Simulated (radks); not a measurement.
Results of a calculation; reference values are marked as such.
All-electron atom: Tb IV in [Xe] 4f(up 7, down 1) (the NIST ground configuration). Level of theory: non-relativistic Kohn-Sham, SCAN, spin-polarised, spherical densities, point nucleus; meta-GGA in the generalised Kohn-Sham scheme; relativity is left out, which matters for an element this heavy (a radial shooting solver on a logarithmic mesh with Libxc functionals).

Radial electron density D(r) = 4 pi r^2 rho(r):

```
   r/bohr * D(r) (the largest magnitude, 112, reaches the edge; | marks zero)
 0.001552 | *
 0.001778 |  *
 0.002054 |   *
 0.002353 |    *
 0.002717 |     *
 0.003113 |       *
 0.003567 |         *
 0.004119 |           *
 0.004719 |              *
  0.00545 |                 *
 0.006244 |                    *
 0.007154 |                       *
 0.008262 |                           *
 0.009465 |                               *
  0.01093 |                                  *
  0.01252 |                                     *
  0.01435 |                                       *
  0.01657 |                                        *
  0.01898 |                                       *
  0.02192 |                                      *
  0.02512 |                                     *
  0.02878 |                                    *
  0.03324 |                                    *
  0.03808 |                                      *
  0.04397 |                                         *
  0.05038 |                                              *
  0.05772 |                                                   *
  0.06666 |                                                      *
  0.07637 |                                                      *
   0.0875 |                                                   *
    0.101 |                                               *
   0.1158 |                                           *
   0.1337 |                                          *
   0.1532 |                                             *
   0.1755 |                                                *
   0.2027 |                                                *
   0.2322 |                                           *
   0.2682 |                                  *
   0.3072 |                         *
    0.352 |                     *
   0.4065 |                     *
   0.4657 |                        *
   0.5379 |                         *
   0.6162 |                      *
    0.706 |                 *
   0.8153 |           *
   0.9341 |        *
    1.079 |      *
    1.236 |    *
    1.416 |    *
    1.635 |  *
    1.874 | *
    2.164 |*
    2.479 |*
     2.84 *
     3.28 *
    3.758 *
     4.34 *
    4.972 *
```

D(r) has 4 maxima, at r = 0.0172, 0.0716, 0.190, 0.517 bohr, and minima at 0.0309, 0.128, 0.369 bohr, inside which lie 1.96, 11.45, 29.48 electrons.
